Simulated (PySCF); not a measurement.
**Correlation energy of Pd²³⁺ (palladium, charge +23)**

Starting occupation: [Ar] 3d5, 3d3/2 with m_j = -3/2, -1/2, +1/2, +3/2, 3d5/2 with m_j = +5/2. Calculation: PySCF 2.14, in an uncontracted even-tempered set (16 s from 3 bohr⁻², ratio 2.8; 12 p from 3.8 bohr⁻², ratio 2.8; 8 d from 3.8 bohr⁻², ratio 2.8; 3 f from 14 bohr⁻², ratio 3); X2C-1e with screened-nucleus spin-orbit coupling, Gaussian nucleus. Frozen: [Ne]; 13 electrons correlated; the 74 highest virtual spinors left out.

MP2 pair energies summed by pair of shells (mhartree):

| pair | energy | share (%) |
| --- | --- | --- |
| 3d-3p | -187.62 | 44.5 |
| 3p-3p | -101.36 | 24.0 |
| 3d-3d | -68.20 | 16.2 |
| 3p-3s | -35.74 | 8.5 |
| 3d-3s | -23.81 | 5.6 |
| 3s-3s | -4.93 | 1.2 |

Total MP2 correlation energy: -421.67 mhartree.

The GHF reference relaxed away from the jj start to a determinant that is no pure jj level (⟨S²⟩ = 8.18, ⟨J²⟩ = 8.75); the energies belong to that determinant.

At this charge the one-electron X2C treatment keeps the bare 1/r₁₂, with no two-electron picture change or Breit term. The effect here is smaller than on the frozen 1s shell.
